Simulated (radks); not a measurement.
Neutral iodine inside a hard spherical wall (all orbitals vanish at R), configuration held at [Kr] 4d10 5s2 5p5 and not refilled when levels cross. All-electron calculation, scalar-relativistic Kohn-Sham, LDA (Slater exchange, Perdew-Wang correlation), spin-polarised, spherical densities, finite nucleus; open shells are filled with parallel spins first (spin-orbit coupling, left out, can overturn this in heavy ions); Fermi nuclear charge, rms radius 4.75 fm. Program: a radial shooting solver on a logarithmic mesh with Libxc functionals. Eigenvalues in eV for spin up, with the zero of energy where the potential of the charges vanishes at infinity; a dash marks a level that is unbound or too diffuse for the functional's potential to be trusted. A positive occupied level is held by the wall or, in an anion where self-interaction has pushed it up, behind a barrier. The pressure on the wall is -dE/dV.

R (bohr) = free: E (hartree) -7110.38429; kinetic (hartree) 7461.021; e(4p) -127.36; e(4d) -50.374; e(5s) -17.896; e(5p) -7.478; e(6s, empty) -0.536; e(5d, empty) -; pressure (GPa) 0
R (bohr) = 20: E (hartree) -7110.38429; kinetic (hartree) 7461.021; e(4p) -127.36; e(4d) -50.374; e(5s) -17.896; e(5p) -7.478; e(6s, empty) -0.530; e(5d, empty) 0.836; pressure (GPa) < 0.0001
R (bohr) = 15: E (hartree) -7110.38429; kinetic (hartree) 7461.021; e(4p) -127.36; e(4d) -50.374; e(5s) -17.896; e(5p) -7.478; e(6s, empty) -0.489; e(5d, empty) 1.114; pressure (GPa) < 0.0001
R (bohr) = 10: E (hartree) -7110.38422; kinetic (hartree) 7461.022; e(4p) -127.35; e(4d) -50.367; e(5s) -17.890; e(5p) -7.473; e(6s, empty) -0.066; e(5d, empty) 1.726; pressure (GPa) 0.00245
R (bohr) = 8: E (hartree) -7110.38296; kinetic (hartree) 7461.035; e(4p) -127.27; e(4d) -50.291; e(5s) -17.826; e(5p) -7.412; e(6s, empty) 0.875; e(5d, empty) 2.436; pressure (GPa) 0.0702
R (bohr) = 7: E (hartree) -7110.37864; kinetic (hartree) 7461.072; e(4p) -127.09; e(4d) -50.106; e(5s) -17.676; e(5p) -7.262; e(6s, empty) 2.088; e(5d, empty) 3.174; pressure (GPa) 0.390
R (bohr) = 6: E (hartree) -7110.36017; kinetic (hartree) 7461.206; e(4p) -126.52; e(4d) -49.549; e(5s) -17.237; e(5p) -6.805; e(6s, empty) 4.674; e(5d, empty) 4.579; pressure (GPa) 2.29
R (bohr) = 5: E (hartree) -7110.27898; kinetic (hartree) 7461.699; e(4p) -124.90; e(4d) -47.957; e(5s) -16.005; e(5p) -5.428; e(6s, empty) 10.723; e(5d, empty) 7.612; pressure (GPa) 14.7
R (bohr) = 3.5: E (hartree) -7109.29712; kinetic (hartree) 7466.221; e(4p) -115.78; e(4d) -39.144; e(5s) -8.329; e(5p) 3.982; e(6s, empty) 43.942; e(5d, empty) 23.365; pressure (GPa) 341
R (bohr) = 3: E (hartree) -7107.84695; kinetic (hartree) 7471.938; e(4p) -108.14; e(4d) -31.852; e(5s) -0.211; e(5p) 14.090; e(6s, empty) 75.747; e(5d, empty) 38.408; pressure (GPa) 1160
R (bohr) = 2.5: E (hartree) -7104.00481; kinetic (hartree) 7486.008; e(4p) -94.654; e(4d) -18.973; e(5s) 17.973; e(5p) 36.258; e(6s, empty) 139.13; e(5d, empty) 68.830; pressure (GPa) 4660
